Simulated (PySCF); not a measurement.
**Telling isomers of C5H6O2 apart by NMR**

- geometry from PBE0-D3(BJ)/def2-SVP
- NMR shieldings at PBE0/pcSseg-1/GIAO
- couplings computed with B3LYP/pcJ-1 (spin–dipole term left out of most H,H and C,H couplings)
- run in PySCF
- equivalent nuclei averaged, a single conformation, no solvent, relativity neglected

Scale: 1H and 13C vs TMS (reference shieldings calculated alike). Multiplet labels drop J under 1 Hz and among equivalent protons, and merge close values. Unscaled 3J(H,H) run several per cent high. Shifts are as computed. Against solution values, carbons near 30 ppm lie about +2 ppm off and those near 130 ppm about +5 ppm. Of 1211 compounds with measured shifts, 218 miss one by over three times the rms of a fit or turn the order of signals round; such compounds aren't used in these exercises.

(1) Tabulate the signals of `CC#CC(=O)OC`, `COc1ccco1` and their relative energies.

(2) What is the quickest way to tell CC#CC(=O)OC from COc1ccco1?

Results:

(1) 
```json
{"SMILES": "CC#CC(=O)OC", "carbon types": "3×C 2×CH3", "δC": "157.7, 89.4, 77.9, 52.1, 4.6", "δH": "3.60 (s, 3H), 2.01 (s, 3H)", "E rel. (kcal/mol)": "11.3"}
{"SMILES": "COc1ccco1", "carbon types": "1×C 3×CH 1×CH3", "δC": "164.1, 133.7, 118.8, 84.6, 54.4", "δH": "6.81 (dd, 1H), 6.43 (dd, 1H), 5.36 (dd, 1H), 3.80 (s, 3H)", "E rel. (kcal/mol)": "0.0"}
```

Energies are electronic energies at PBE0/pcSseg-1 on these geometries, without zero-point or thermal terms, each for the one conformer computed, which needn't be the lowest.

(2) Both give the same number of carbon signals, but DEPT or the intensities differ. The first has an alkyne carbon (C) at 89.4 ppm, the second an aromatic CH next to the ring oxygen at 133.7 ppm. Their most deshielded carbons lie at 157.7 and 164.1 ppm. In the proton spectra the most deshielded non-exchanging signals are 3.60 (s, 3H) and 6.81 (dd, J = 2.6, 1.0 Hz, 1H).
